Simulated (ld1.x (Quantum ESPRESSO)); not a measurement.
**Varying the TM potential for lithium**

Base potential:

```json
{"Element": "lithium (Li)", "Generator": "ld1.x (Quantum ESPRESSO) 7.5", "Type": "norm-conserving Troullier–Martins (Kleinman–Bylander form)", "Functional": "LDA (PZ)", "Relativity": "non-relativistic", "Frozen core": "none", "Valence charge": "3", "Reference configuration": "1s2 2s1 2p0", "Partial waves": "1s (bound): rc 0.55 bohr; 2p (bound, empty): rc 4.20 bohr; 3d channel at 0.45 Ry: rc 4.00 bohr", "Local potential": "all-electron potential smoothed inside 1.85 bohr (lloc = -1)", "Core correction": "none"}
```

Occupied shells without a wave of their own: 2s. They enter only through the test configuration that unscreens the potential.

Cutoffs, loose and tight: the cutoffs (Ry, on a coarse ladder) from which the occupation-weighted sum of valence levels, in a spherical-Bessel basis at the reference potential, stays within 10 and 1 mRy of its value at 400 Ry. They do not see the model core or the augmentation charge, which bear on the density cutoff. Test errors are all-electron minus pseudo excitation energies from the reference, over the configurations 1s2 2s0 2p0; 1s2 2s0.5 2p0; 1s2 2s0 2p1; 1s1 2s1 2p0 (two spin-polarised tests are not counted in the largest error). A dash means not determined; rows that change the core or the reference have their own tests. The largest error is taken over the tests solved by every variant that gives reliable tests at all: 1s1 2s1 2p0; 1s2 2s0 2p0; 1s2 2s0 2p1.

| change | outcome | cutoff, loose | cutoff, tight | bound ghosts | largest test error (meV) |
| --- | --- | --- | --- | --- | --- |
| base | generated | 230 Ry | over 300 Ry | none | -244 |
| local potential all-electron potential smoothed inside 1.68 bohr (lloc = -1) | generated | 230 Ry | over 300 Ry | none | -164 |
| local potential all-electron potential smoothed inside 2.86 bohr (lloc = -1) | generated, misses its reference levels by 0.33 eV | 230 Ry | over 300 Ry | none | +536 |
| local potential all-electron potential smoothed inside 3.98 bohr (lloc = -1) | generated, misses its reference levels by 1.48 eV | 230 Ry | over 300 Ry | none | +2328 |

Problem. What comes out with this change to the base: local potential all-electron potential smoothed inside 2.44 bohr (lloc = -1)?

Solution. outcome: generated, misses its reference levels by 0.26 eV; cutoff, loose: 230 Ry; cutoff, tight: over 300 Ry; bound ghosts: none; largest test error (meV): -427.

Problem. What comes out with this change to the base: local potential all-electron potential smoothed inside 4.86 bohr (lloc = -1)?

Solution. outcome: generated, misses its reference levels by 1.83 eV; cutoff, loose: 230 Ry; cutoff, tight: over 300 Ry; bound ghosts: none; largest test error (meV): +2873.

Problem. What comes out with this change to the base: local potential all-electron potential smoothed inside 3.44 bohr (lloc = -1)?

Solution. outcome: generated, misses its reference levels by 0.43 eV; cutoff, loose: 230 Ry; cutoff, tight: over 300 Ry; bound ghosts: none; largest test error (meV): +692.

Reading the sweep of the rcloc (base included, trends over the rows without a ghost): The loose cutoff stays near 230 Ry. The median size of the test errors (rows with all tests solved) rises from 415.3 meV at 2.86 to 1679.5 meV at 4.86 bohr.
